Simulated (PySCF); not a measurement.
CaF2, SMILES [F][Ca][F].

Geometry: PBE0-D3(BJ)/def2-TZVP. The isomer is the one that the SMILES or the coordinates give; other isomers of the formula were not compared.

Level of theory: PySCF with TDDFT-PBE/def2-TZVPD.

Vertical excitations.  State labels are in the subgroup C2v.

```tsv
state	symmetry	energy (eV)	λ (nm)	f	main pairs
S1	B2	4.76	260	0.000	HOMO→LUMO 100 %
S2	B1	5.04	246	0.025	HOMO−2→LUMO 100 %
S3	A1	5.04	246	0.013	HOMO−1→LUMO 100 %
S4	A2	5.22	237	0.000	HOMO−3→LUMO 100 %
S5	B2	5.25	236	0.010	HOMO−4→LUMO 100 %
S6	A1	5.65	219	0.007	HOMO−5→LUMO 100 %
S7	A2	6.30	197	0.000	HOMO→LUMO+1 100 %
S8	B2	6.34	195	0.000	HOMO→LUMO+2 100 %
S9	A1	6.58	189	0.002	HOMO−2→LUMO+1 86 %, HOMO−1→LUMO+2 14 %
S10	B1	6.58	189	0.000	HOMO−1→LUMO+1 85 %, HOMO−2→LUMO+2 15 %
T1	B2	4.71	263	0	HOMO→LUMO 100 %
T2	B1	4.97	249	0	HOMO−2→LUMO 100 %
T3	A1	4.99	249	0	HOMO−1→LUMO 100 %
T4	A2	5.17	240	0	HOMO−3→LUMO 100 %
```
Triplets are in the Tamm–Dancoff approximation, which puts them higher than full response would, so one can lie above its singlet here.
